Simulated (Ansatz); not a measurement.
One change: `N#CN[SiH2]O` becomes `O[SiH2][NH][GeH2][OH]`.

Ansatz, PBE0-D4/def2-TZVP geometries, multiplicity 1. Each molecule was computed in one conformer, which needn't be the lowest.

Scalar relativity is left out up to krypton.

| property | `N#CN[SiH2]O` |
| --- | --- |
| HOMO–LUMO gap (B3LYP/def2-TZVPP) / eV | 7.24 |
| size of the dipole moment (ωB97M-V/def2-TZVPP) / D | 3.40 |
| HOMO energy (PBE0/def2-TZVPP) / eV | -7.95 |
| HOMO–LUMO gap (PBE0/def2-TZVPP) / eV | 7.78 |
| size of the dipole moment (PBE/def2-TZVPP) / D | 3.41 |
| LUMO energy (PBE/def2-TZVPP) / eV | -1.04 |

**Question.** What does the change do to each property? (Best estimate.)

**Answer.** Ansatz gave: 
```
                                          property  `O[SiH2][NH][GeH2][OH]`  shift
             HOMO–LUMO gap (B3LYP/def2-TZVPP) / eV                     7.26   0.02
size of the dipole moment (ωB97M-V/def2-TZVPP) / D                     3.02  -0.38
                HOMO energy (PBE0/def2-TZVPP) / eV                    -7.62   0.33
              HOMO–LUMO gap (PBE0/def2-TZVPP) / eV                     7.78   0.00
    size of the dipole moment (PBE/def2-TZVPP) / D                     2.86  -0.55
                 LUMO energy (PBE/def2-TZVPP) / eV                    -0.70   0.34
```

Dipoles are sizes alone; their direction can turn.

B3LYP here is the variant with VWN-RPA as its local correlation; programs differ in this.
